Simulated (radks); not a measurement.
Values are calculated unless marked as measured or tabulated.
Excited configurations of O II: one electron is placed in a higher orbital outside [He] 2s2 2p2. The ground configuration is [He] 2s2 2p3. Code: a radial shooting solver on a logarithmic mesh with Libxc functionals. Model: scalar-relativistic Kohn-Sham, PBE, spin-polarised, spherical densities, finite nucleus; open shells are filled with parallel spins first; Fermi nuclear charge, rms radius 2.6991 fm. Excitation = E - E(ground); binding = E(ion) - E, where the ion is the core of charge +2; n* = 2/sqrt(2 binding) in atomic units, and the quantum defect is n - n*.

outer orbital  excitation (eV)  binding (eV)  quantum defect  eigenvalue (eV)
3s                      23.099        12.396           0.905           -9.669
4s                      29.491         6.004           0.989           -4.786
4p                      30.407         5.088           0.730           -3.998
5s                      31.966         3.530           1.073           -2.867
5d                      32.880         2.615           0.438           -2.076
5f                      33.104         2.391           0.229           -1.863
6p                      33.388         2.107           0.918           -1.727
6f                      33.790         1.705           0.351           -1.369
7d                      34.140         1.356           0.664           -1.118

The Delta-SCF ionisation energy is 35.495 eV (NIST Atomic Spectra Database: 35.121 eV, measured). Self-interaction in the functional shifts the binding energies and quantum defects, so they are the method's values and not measured ones. Open shells are spherical and high-spin; term and fine-structure splittings are not resolved.
